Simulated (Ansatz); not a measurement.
Input (CCSDT(Q)/cc-pV(D+d)Z; Ansatz, a program for electronic structure): A basis named .json is the Basis Set Exchange file of that set.

Ansatz 0.2 input:
```yaml
crystal:
  periodic: [false, false, false]
  atoms:
    - {symbol: Si, position_ang: [1.02560813, -0.23971440, 0.12700591]}
    - {symbol: O, position_ang: [-0.44793406, -0.01587282, -0.57017504]}
    - {symbol: C, position_ang: [-1.58416258, 0.44904204, 0.14012595]}
    - {symbol: H, position_ang: [1.92378313, -0.72532254, -0.93864147]}
    - {symbol: H, position_ang: [1.54159947, 1.03152210, 0.69725553]}
    - {symbol: H, position_ang: [0.94630955, -1.23420414, 1.22799447]}
    - {symbol: H, position_ang: [-1.41060719, 1.44522229, 0.56003809]}
    - {symbol: H, position_ang: [-2.41945469, 0.50511523, -0.55738167]}
    - {symbol: H, position_ang: [-1.85169605, -0.23360102, 0.95329695]}
basis:
  gaussian:
    orbitals: cc-pV_D+d_Z.json
magnetization: {spin_polarized: false}
correlation: {method: ccsdt_q, electrons: outside_noble_gas}
```

Output:

```
Functional definition: HF
integrals: 0.10 GiB planned
1577 factors; integrals over basis functions are off by at most 2.0e-7 eV
mean field: 0.31 GiB planned
mean field evaluation 1: about -11023.6359 eV, gradient 2.8e1 eV
mean field evaluation 2: about -11023.7159 eV, gradient 2.8e1 eV
mean field evaluation 4: about -11025.6212 eV, gradient 3.2e0 eV
mean field evaluation 8: about -11025.6524 eV, gradient 1.0e-1 eV
mean field evaluation 16: about -11025.5564 eV, gradient 3.5e-1 eV
mean field -11025.65244627 eV, -405.1852539448 hartree, gradient 9.1e-6 eV, S^2 0.000000; 0 other end points of the search recorded, 0 dependent functions left out
7 core orbitals not correlated
reference -11025.65244627 eV, -405.1852539448 hartree; 10, 10 occupied and 64, 64 virtual orbitals, 1577 factors
second order -11.81499548 eV of doubles, -0.00000000 eV of singles
coupled cluster: 2.21 GiB planned
cycle   1  -12.53163348 eV  change   -7.2e-1 eV  update   9.3e-2
cycle   2  -13.08401294 eV  change   -5.5e-1 eV  update   3.9e-2
cycle   3  -13.32986942 eV  change   -2.5e-1 eV  update   2.0e-2
cycle   4  -13.31486355 eV  change    1.5e-2 eV  update   4.9e-3
cycle   5  -13.31269806 eV  change    2.2e-3 eV  update   2.5e-3
cycle   6  -13.31458594 eV  change   -1.9e-3 eV  update   8.1e-4
cycle   7  -13.31455748 eV  change    2.8e-5 eV  update   3.1e-4
cycle   8  -13.31434836 eV  change    2.1e-4 eV  update   1.2e-4
cycle   9  -13.31432601 eV  change    2.2e-5 eV  update   4.7e-5
cycle  10  -13.31438687 eV  change   -6.1e-5 eV  update   1.8e-5
cycle  11  -13.31435498 eV  change    3.2e-5 eV  update   8.1e-6
cycle  12  -13.31435750 eV  change   -2.5e-6 eV  update   2.8e-6
cycle  13  -13.31435851 eV  change   -1.0e-6 eV  update   1.1e-6
perturbative correction -0.02387896 eV, -0.0008775357 hartree
Total energy: -11038.99068375 eV, -405.6754251310 hartree
```
